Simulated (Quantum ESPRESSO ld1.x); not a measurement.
Input (ld1.x (Quantum ESPRESSO 7.5)):

```
 &input
    atom='Sb',
    iswitch=1,
    rel=2,
    dft='PZ',
    config='[Kr] 4d10 5s2',
    cau_fact=274.072,
    rel_dist='average',
    lsmall=.true.,
    prefix='ld1',
    max_out_wfc=37,
    file_charge='ld1.rho',
 /
```

Command: `OMP_NUM_THREADS=1 ld1.x < ld1.in > ld1.out`

Output (excerpt):

```
     Program LD1 v.7.5 starts

     --------------------------- All-electron run ----------------------------

     dirac relativistic calculation

     atomic number is 51.00
     dft =PZ   lsd =0 sic =0 latt =0  beta=0.20 tr2=1.0E-14
     Exchange-correlation= PZ
                           (   1   1   0   0   0   0   0)
     mesh =2069 r(mesh) = 100.70288 a.u. xmin = -8.00 dx = 0.00800
     1 Ry =  13.60569312 eV, c = 274.07200000

     n l j   nl                  e(Ry)          e(Ha)          e(eV)
     Spin orbit split results
     1 0 0.5 1S 1( 2.00)     -2163.1842     -1081.5921    -29431.6209
     2 0 0.5 2S 1( 2.00)      -325.2163      -162.6082     -4424.7938
     2 1 0.5 2P 1( 2.00)      -304.9058      -152.4529     -4148.4541
     2 1 1.5 2P 1( 4.00)      -300.5766      -150.2883     -4089.5524
     3 0 0.5 3S 1( 2.00)       -65.3352       -32.6676      -888.9306
     3 1 0.5 3P 1( 2.00)       -56.9171       -28.4585      -774.3964
     3 1 1.5 3P 1( 4.00)       -56.1232       -28.0616      -763.5952
     4 0 0.5 4S 1( 2.00)       -12.4498        -6.2249      -169.3887
     4 1 0.5 4P 1( 2.00)        -9.5960        -4.7980      -130.5605
     4 1 1.5 4P 1( 4.00)        -9.4477        -4.7239      -128.5427
     3 2 1.5 3D 1( 4.00)       -40.6230       -20.3115      -552.7041
     3 2 2.5 3D 1( 6.00)       -40.4454       -20.2227      -550.2879
     4 2 1.5 4D 1( 4.00)        -4.7237        -2.3618       -64.2691
     4 2 2.5 4D 1( 6.00)        -4.7002        -2.3501       -63.9491
     5 0 0.5 5S 1( 2.00)        -2.8134        -1.4067       -38.2782
     Averaged results
     1 0     1S 1( 2.00)     -2163.1842     -1081.5921    -29431.6209
     2 0     2S 1( 2.00)      -325.2163      -162.6082     -4424.7938
     2 1     2P 1( 6.00)      -302.0196      -151.0098     -4109.1863
     3 0     3S 1( 2.00)       -65.3352       -32.6676      -888.9306
     3 1     3P 1( 6.00)       -56.3878       -28.1939      -767.1956
     4 0     4S 1( 2.00)       -12.4498        -6.2249      -169.3887
     4 1     4P 1( 6.00)        -9.4972        -4.7486      -129.2153
     3 2     3D 1(10.00)       -40.5165       -20.2582      -551.2544
     4 2     4D 1(10.00)        -4.7096        -2.3548       -64.0771
     5 0     5S 1( 2.00)        -2.8134        -1.4067       -38.2782

     final scf error:  7.3E-15 reached in  29 iterations

     Etot =  -12696.622644 Ry,   -6348.311322 Ha, -172746.351392 eV

     Ekin =   12851.547858 Ry,    6425.773929 Ha,  174854.216315 eV
     Encl =  -30230.437936 Ry,  -15115.218968 Ha, -411306.061533 eV
     Eh   =    5003.854329 Ry,    2501.927165 Ha,   68080.906434 eV
     Exc  =    -321.586895 Ry,    -160.793448 Ha,   -4375.412609 eV

     normalization and overlap integrals

     s(1S/1S) =  1.000000  <r> =   0.0295  <r2> =    0.0012  r(max) =   0.0195
     s(2S/2S) =  1.000000  <r> =   0.1272  <r2> =    0.0190  r(max) =   0.1078
     s(2P/2P) =  1.000000  <r> =   0.1081  <r2> =    0.0143  r(max) =   0.0841
     s(2P/2P) =  1.000000  <r> =   0.1095  <r2> =    0.0146  r(max) =   0.0854
     s(3S/3S) =  1.000000  <r> =   0.3412  <r2> =    0.1329  r(max) =   0.3098
     s(3P/3P) =  1.000000  <r> =   0.3317  <r2> =    0.1276  r(max) =   0.2953
     s(3P/3P) =  1.000000  <r> =   0.3345  <r2> =    0.1296  r(max) =   0.2977
     s(4S/4S) =  1.000000  <r> =   0.8133  <r2> =    0.7482  r(max) =   0.7409
     s(4P/4P) =  1.000000  <r> =   0.8563  <r2> =    0.8371  r(max) =   0.7650
     s(4P/4P) =  1.000000  <r> =   0.8634  <r2> =    0.8511  r(max) =   0.7712
     s(3D/3D) =  1.000000  <r> =   0.3052  <r2> =    0.1104  r(max) =   0.2437
     s(3D/3D) =  1.000000  <r> =   0.3061  <r2> =    0.1110  r(max) =   0.2457
     s(4D/4D) =  1.000000  <r> =   1.0134  <r2> =    1.2075  r(max) =   0.8421
     s(4D/4D) =  1.000000  <r> =   1.0165  <r2> =    1.2149  r(max) =   0.8421
     s(5S/5S) =  1.000000  <r> =   2.0652  <r2> =    4.7743  r(max) =   1.8593

     ------------------------ End of All-electron run ------------------------
```

Run on one thread of a shared host, so times are rough (Intel(R) Xeon(R) Processor @ 2.60GHz): 0.72 s of CPU time, 0.76 s wall, 29 iterations on 2069 mesh points.
